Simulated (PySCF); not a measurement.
# TlCl⁺: from constants to spectrum

UHF-CCSD(T) constants of TlCl⁺, ²Π (doublet), unpaired electrons π ↑ (PySCF, scalar-relativistic core potentials, basis sets Tl def2-SVP with ECP60, Cl def2-SVP; masses 204.9744 and 34.9689 u):

```
ωe   : 88.6 cm⁻¹
ωexe : 0.962 cm⁻¹
Be   : 0.052219 cm⁻¹
αe   : 0.000636 cm⁻¹
```

What force constant and bond length do these constants imply?

Reduced mass μred = 29.873 u; k = 5.8918×10⁻⁷·μred·ωe² (u, cm⁻¹, mdyn/Å) = 0.138 mdyn/Å; Re = √(16.8576/(μred·Be)) (u, cm⁻¹, Å) = 3.287 Å.

Estimate the centrifugal constant D from the Kratzer relation and find the Dunham coefficient a1.

D = 4Be³/ωe² = 7.26e-08 cm⁻¹; a1 = −1 − αeωe/(6Be²) = -4.44.

Correlated steps freeze 9 core orbitals. These are scalar-relativistic numbers at best; spin–orbit coupling would shift them, the dissociation energy most. The state is the lowest determinant that a PBE0 search found; another state may lie lower at other levels.
